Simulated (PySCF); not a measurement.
**Electron correlation in I²⁺ (iodine, charge +2)**

[Kr] 4d10 5s2 5p3, high-spin 4S determinant. Calculation: PySCF 2.14, in x2c-SVPall (6s5p3d, 36 functions); scalar relativity by spin-free X2C-1e. Frozen: [Kr] 4d10; 5 electrons correlated.

MP2 pair energies summed by pair of shells (mhartree):

```csv
pair,energy,share (%)
5s-5p,-28.89,66.7
5p-5p,-10.22,23.6
5s-5s,-4.19,9.7
```

Total MP2 correlation energy: -43.30 mhartree.

Same-spin part -11.43 and opposite-spin part -31.88 mhartree; SCS-MP2 scales them by 1/3 and 6/5 to -42.06 mhartree.

```json
{"level": "CCSD", "correlation energy (mhartree)": "-55.30"}
{"level": "(T)", "correlation energy (mhartree)": "-0.43"}
{"level": "CCSD(T)", "correlation energy (mhartree)": "-55.73"}
```

Diagnostics: T1 = 0.0027, D1 = 0.0046, largest double amplitude 0.058.

Cost of the coupled-cluster step: 0.15 s of wall time on 1 thread of Neoverse-N1 (shared host), for 5 correlated electrons.
